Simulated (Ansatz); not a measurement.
Input file:

```yaml
crystal:
  periodic: [false, false, false]
  atoms:
    - { symbol: B, position_ang: [0.3447, 1.4518, 1.4384] }
    - { symbol: C, position_ang: [-0.1452, 0.0697, 0.9354] }
    - { symbol: C, position_ang: [-1.2334, -0.5406, 1.4596] }
    - { symbol: Si, position_ang: [0.8561, -0.7011, -0.4644] }
    - { symbol: C, position_ang: [0.0193, -0.1901, -2.0966] }
    - { symbol: H, position_ang: [1.215, 2.0599, 0.9228] }
    - { symbol: H, position_ang: [-0.262, 2.0396, 2.3036] }
    - { symbol: H, position_ang: [-1.4797, -1.5, 1.1093] }
    - { symbol: H, position_ang: [-1.7645, -0.0673, 2.321] }
    - { symbol: H, position_ang: [0.7145, -2.1745, -0.319] }
    - { symbol: H, position_ang: [2.1797, -0.2882, -0.4035] }
    - { symbol: H, position_ang: [0.5885, -0.644, -2.9021] }
    - { symbol: H, position_ang: [-1.0931, -0.4773, -2.1234] }
    - { symbol: H, position_ang: [0.047, 0.933, -2.1522] }
basis:
  gaussian: { orbitals: cc-pVDZ }
hamiltonian:
  xc: pbe
relax:
  f_tol: 0.02
  max_steps: 50
output:
  orbitals: {}
```

Run as:

```bash
$ ansatz run input.yaml --threads 2 --pin off --max-ram 3072MiB --backend cpu --events-out ev --progress --plain --runs-dir out
```

Hardware: 2 threads of Arm Neoverse N1, on a shared host.

Q: Roughly how long does this run take, and how much memory?

A: 53 s, with a peak of 0.16 GiB, for 11 ionic steps.
